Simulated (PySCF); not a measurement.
**C3H6F2S2Si: core ionisation energies**

Species: C₃H₆F₂S₂Si.
Numbering: `[F:1][CH:2]([F:3])[C@@H:4]1[CH2:5][S:6][SiH2:7][S:8]1`

Computed with PySCF 2.14.0, delta-SCF UKS SCAN, pcX-2 on the ionised atom, pcseg-1 elsewhere, spin-free X2C. Vertical ΔSCF values, vacuum level as zero.

**Question.** Give the core binding energies atom by atom.

**Answer.** 
| atom(s) | bonded to | level | binding energy (eV) | 2p1/2 (eV) | above the level's lowest (eV) | count |
| --- | --- | --- | --- | --- | --- | --- |
| F1 | C | F 1s | 693.35 | – | +0.07 | 1 |
| C2 | 2 F, C and H | C 1s | 295.70 | – | +3.71 | 1 |
| F3 | C | F 1s | 693.28 | – | 0.00 | 1 |
| C4 | S, 2 C and H | C 1s | 292.14 | – | +0.15 | 1 |
| C5 | S, C and 2 H | C 1s | 291.99 | – | 0.00 | 1 |
| S6 | C and Si | S 1s | 2477.07 | – | 0.00 | 1 |
| Si7 | 2 S and 2 H | Si 2p3/2 | 107.65 | 108.27 | 0.00 | 1 |
| Si7 | 2 S and 2 H | Si 1s | 1847.50 | – | 0.00 | 1 |
| S8 | C and Si | S 1s | 2477.09 | – | +0.02 | 1 |

Lowest listed C 1s: C5, bonded to S, C and 2 H. Highest, 3.71 eV above it: C2, bonded to 2 F, C and H. The widest gap between neighbouring values is 3.56 eV, between 292.14 and 295.70 eV.

The 2 F 1s values lie within 0.07 eV of each other; Gaussian lines of 0.5 eV full width would blend them into one maximum.

The 2 S 1s values lie within 0.02 eV of each other; Gaussian lines of 0.5 eV full width would blend them into one maximum.

**Question.** Which effective nuclear charge Zeff reproduces each element's mean 1s value in the hydrogen-like formula E = 13.606 eV × Zeff²?

**Answer.** C (Z = 6): mean 293.3 eV, Zeff = 4.64, Z − Zeff = 1.36; F (Z = 9): mean 693.3 eV, Zeff = 7.14, Z − Zeff = 1.86; Si (Z = 14): mean 1847.5 eV, Zeff = 11.65, Z − Zeff = 2.35; S (Z = 16): mean 2477.1 eV, Zeff = 13.49, Z − Zeff = 2.51. Means run over the listed sites, weighted by atom count.

Not every level is listed. The 2p values aren't plain energy differences: one relaxed spin-free 2p hole is combined with a matrix within the shell (ground-state 2p orbital-energy differences and spin–orbit coupling). 2p3/2, the mean of its two sublevels, lies a third of the splitting below the shell's mean and 2p1/2 two thirds above it; the statistical areas are 2:1. 2p1/2 minus 2p3/2 (ligand field included): Si 0.63 eV. One conformer (not necessarily the lowest) at the PBE0-D3(BJ)/def2-SVP geometry, without solvent, vibrations or thermal averaging.
